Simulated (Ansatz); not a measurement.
Start from `O=[CH][GaH][F]` and change one element to get `O=CBF`.

Ansatz, PBE0-D4/def2-TZVP geometries, multiplicity 1. Each molecule was computed in one conformer, which needn't be the lowest.

Scalar relativity is left out up to krypton.

```tsv
property	`O=[CH][GaH][F]`
HOMO–LUMO gap (B3LYP/def2-TZVPP) / eV	4.02
HOMO–LUMO gap (ωB97M-V/def2-TZVPP) / eV	8.72
LUMO energy (PBE0/def2-TZVPP) / eV	-2.66
size of the dipole moment (B3LYP/def2-TZVPP) / D	0.31
LUMO energy (PBE/def2-TZVPP) / eV	-3.65
size of the dipole moment (ωB97M-V/def2-TZVPP) / D	0.33
```

Q: Give the same properties after the change, and the shifts. (Best estimate.)

A: Ansatz gave: 
```tsv
property	`O=CBF`	shift
HOMO–LUMO gap (B3LYP/def2-TZVPP) / eV	4.14	0.12
HOMO–LUMO gap (ωB97M-V/def2-TZVPP) / eV	9.24	0.52
LUMO energy (PBE0/def2-TZVPP) / eV	-2.93	-0.27
size of the dipole moment (B3LYP/def2-TZVPP) / D	1.45	1.14
LUMO energy (PBE/def2-TZVPP) / eV	-4.01	-0.36
size of the dipole moment (ωB97M-V/def2-TZVPP) / D	1.49	1.16
```

With PBE0 the HOMO falls by 0.38 eV and the LUMO falls by 0.27 eV, so the gap widens by about 0.11 eV. PBE moves the HOMO by -0.14 eV and ωB97M-V by -0.54 eV. Dipoles are sizes alone; their direction can turn.

B3LYP here is the variant with VWN-RPA as its local correlation; programs differ in this.
